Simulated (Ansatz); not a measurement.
Relaxation of CH4AlIn (7 atoms, charge 0, multiplicity 1), to a largest force component of 0.015 eV/Å in at most 40 steps.

Method: RKS PBE-D4/def2-SVP in Ansatz 0.2.0.

```xyz
7
Properties=species:S:1:pos:R:3
C -0.690 0.088 -0.836
Al -0.431 1.115 0.740
In 1.614 -0.926 0.570
H -0.410 -0.956 -0.583
H -0.040 0.361 -1.685
H -0.583 2.162 1.941
H 2.617 -2.535 -0.039
```

Question: Where does it end, and by what steps?

Answer: The forces met the threshold. After 16 steps the energy has fallen by 1.298 eV; H5 moved furthest, 0.50 Å. Joined: C1–In3.

```tsv
step	energy less start (eV)	largest force component (eV/Å)	accepted
0	0.0000	0.922	yes
1	-0.5501	1.114	yes
2	-0.8840	1.413	yes
3	-1.0398	1.714	yes
4	-1.1864	0.850	yes
5	-1.2500	0.459	yes
6	-1.2741	0.294	yes
7	-1.2907	0.247	yes
8	-1.2938	0.150	yes
9	-1.2917	0.056	no
10	-1.2968	0.052	yes
11	-1.2959	0.069	no
12	-1.2978	0.016	yes
13	-1.2979	0.025	yes
14	-1.2980	0.032	yes
15	-1.2981	0.020	yes
16	-1.2981	0.004	yes
```

```xyz
7
Properties=species:S:1:pos:R:3
C -0.270 0.029 -0.743
Al -0.333 0.794 0.980
In 1.508 -0.998 0.801
H -0.392 -1.066 -0.920
H -0.497 0.556 -1.693
H -0.430 2.245 1.640
H 2.490 -2.252 0.044
```

Time of the run: 44 s on 1 thread of Arm Neoverse V1, on a shared host, peak memory 0.14 GiB.
